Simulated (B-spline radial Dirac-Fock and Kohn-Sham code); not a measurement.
Isotope-shift constants of the inner levels of Pd

System: neutral palladium, [Kr] 4d10.

The computed values come from a radial B-spline solver: first-order field-shift and mass-shift constants from Dirac-Fock ground and hole states with a Fermi nucleus; the mass shift has no relativistic recoil terms. A binding energy shifts by δE = F·δ⟨r²⟩ + (K_N + K_S)·δ(1/M); F is taken for a change of radius at fixed skin thickness and so holds the higher radial moments.

```csv
level,F (meV/fm²),K_N (meV u),K_S (meV u)
K (1s),-51.43,-13400,6246
L1 (2s),-5.788,-1987,-166.7
L2 (2p1/2),0.2672,-1834,2476
L3 (2p3/2),0.3569,-1747,2240
M1 (3s),-1.089,-372.6,-177.5
M2 (3p1/2),0.05724,-311.9,279.7
M3 (3p3/2),0.07601,-296.3,219.5
M4 (3d3/2),0.06414,-189.5,236.8
M5 (3d5/2),0.06278,-186.5,230.3
```

Line shifts in meV from A = 106 (mass 105.9035 u, rms radius 4.5318 fm); radii from Angeli and Marinova (2013).

```
  A  mass (u)  radius (fm)     Kα1     Kα2     Kβ1    Lα1
102  101.9056       4.4827  +20.09  +20.00  +20.18  +0.04
104  103.9040       4.5078   +9.85   +9.80   +9.89  +0.02
105  104.9051        4.515   +7.18   +7.16   +7.19   0.00
108  107.9039       4.5563  -10.19  -10.15  -10.23  -0.01
110  109.9052       4.5782       ?       ?       ?      ?
```

**Question.** What are the shifts for A = 110?

**Answer.** Kα1 -19.26 meV (field -21.89, mass +2.63); Kα2 -19.17 meV (field -21.85, mass +2.68); Kβ1 -19.34 meV (field -21.77, mass +2.43); Lα1 -0.03 meV (field +0.12, mass -0.15).
